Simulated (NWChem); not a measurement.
Species: C$_{4}$H$_{5}$NO; SMILES Nc1ccco1

```xyz
11

N     -0.0097    -2.0280    -0.0641
C      0.1043    -0.6578    -0.0012
C      1.1716     0.2016     0.0005
C      0.5991     1.5167    -0.0085
C     -0.7488     1.3545    -0.0087
O     -1.0527     0.0233    -0.0058
H      0.8186    -2.5235     0.2403
H     -0.8514    -2.3886     0.3720
H      2.2246    -0.0678     0.0026
H      1.1343     2.4642    -0.0079
H     -1.5940     2.0357    -0.0048
```
Atoms are numbered in this order, from 1.

Results from NWChem. Pople sets run with spherical d functions. STO-3G and 3-21G are far too small for this property and stand as cheap habits. All runs use the structure optimised with PBE0/def2-SVP. Vertical excitations in the gas phase; the lowest state need not have the same character in each row.

| level | basis functions | lowest excitation, singlet (eV) | oscillator strength of that lowest state | lowest state with f > 0.02, singlet (eV) | orbital gap (eV) |
|---|---|---|---|---|---|
| PBE/3-21G, TDA | 64 | 5.93 | 0.180 | 5.93 | 4.57 |
| PBE/6-31G*, TDA | 94 | ___ | ___ | ___ | 4.47 |
| PBE/6-31+G*, TDA | 118 | 3.96 | 0.004 | 5.46 | 3.93 |
| PBE/def2-SVP, TDA | 109 | 5.19 | 0.021 | 5.19 | 4.43 |

Some entries are withheld; supply them.


- PBE/6-31G*, TDA, lowest excitation, singlet (eV): 5.58
- PBE/6-31G*, TDA, oscillator strength of that lowest state: 0.053
- PBE/6-31G*, TDA, lowest state with f > 0.02, singlet (eV): 5.58
